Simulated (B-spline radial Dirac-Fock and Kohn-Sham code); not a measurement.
Binding energies of Ni¹⁶⁺

System: nickel as Ni¹⁶⁺ in the configuration [Ne] 3s2; nuclear rms radius 3.7757 fm (A = 58).

Input of the calculation (task.json; shells as n, l, electrons):

```json
{"items": [{
  "Z": 28,
  "q": 16,
  "cfg": [[1, 0, 2], [2, 0, 2], [2, 1, 6], [3, 0, 2]],
  "A": 58,
  "rrms": 3.7757,
  "do": ["binding"]
}]}
```

Launch: `python xray_run.py task.json out`

Method: Dirac-Fock energy differences between relaxed states, corrected for Breit and QED terms. Computed with a radial atomic solver. The model has no electron correlation. Energies are counted from the vacuum level.

All terms are in eV, carry their sign (relaxation lowers the binding energy) and add up to the binding energy; ⟨r⟩ is the mean radius of the orbital in the initial state.

| subshell | −ε (Koopmans) | relaxation | Breit | self-energy | vacuum polarisation | binding energy | ⟨r⟩ (bohr) |
| --- | --- | --- | --- | --- | --- | --- | --- |
| 1s | 8978.8 | -22.12 | -9.88 | -5.08 | 0.45 | 8942.2 | 0.054 |
| 2s | 1597.3 | -3.24 | -0.77 | -0.53 | 0.04 | 1592.8 | 0.240 |
| 2p1/2 | 1460.5 | -4.48 | -1.29 | 0.07 | 0.00 | 1454.8 | 0.210 |
| 2p3/2 | 1442.3 | -4.34 | -0.85 | 0.03 | 0.00 | ? | 0.213 |
| 3s | 567.3 | -0.18 | -0.16 | -0.11 | 0.01 | 566.8 | 0.620 |

Problem. Which binding energy belongs in the row of 2p3/2?

Solution. 1437.2 eV, the sum of the terms in that row (to rounding).

For the deepest level, K (1s), the Breit terms make up -0.110 % of the binding energy, QED -0.052 % and orbital relaxation -0.247 %.

Spin-orbit splittings: 2p 17.66 eV.

Going to the tabulated ground configuration of the next ion removes an electron from M1 (3s), computed at 566.8 eV. NIST lists 571.07 ± 0.12 eV as the ionisation energy of this species (semi-empirical), +4.26 eV from the computed value.
